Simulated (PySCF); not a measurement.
GeC⁻: from constants to spectrum

ROHF-CCSD(T) constants of GeC⁻, ²Σ⁺ (doublet), unpaired electrons σ ↑ (basis Ge aug-cc-pVDZ-DK, C aug-cc-pVDZ-DK; spin-free X2C with a Gaussian nucleus; PySCF 2.14; masses 73.9212 and 12.0000 u):

- ωe: 816.2 cm⁻¹
- ωexe: 4.87 cm⁻¹
- Be: 0.50952 cm⁻¹
- αe: 0.00401 cm⁻¹
- De to Ge + C⁻: 4.37 eV

What force constant and bond length do these constants imply?

Reduced mass μred = 10.324 u; k = 5.8918×10⁻⁷·μred·ωe² (u, cm⁻¹, mdyn/Å) = 4.05 mdyn/Å; Re = √(16.8576/(μred·Be)) (u, cm⁻¹, Å) = 1.790 Å.

Estimate the centrifugal constant D from the Kratzer relation and find the Dunham coefficient a1.

D = 4Be³/ωe² = 7.94e-07 cm⁻¹; a1 = −1 − αeωe/(6Be²) = -3.10.

Correlated steps freeze 10 core orbitals. Correlated levels converge slowly with the basis: in double zeta they bind strong bonds too weakly, by up to about 1 eV, and carry superposition errors of some tenths. Spin–orbit coupling is left out. For an ion De counts to the pair picked by the measured ionisation energies or electron affinities, which need not be the lowest pair at this level. The state was picked by a PBE0 search and need not be the measured ground state.
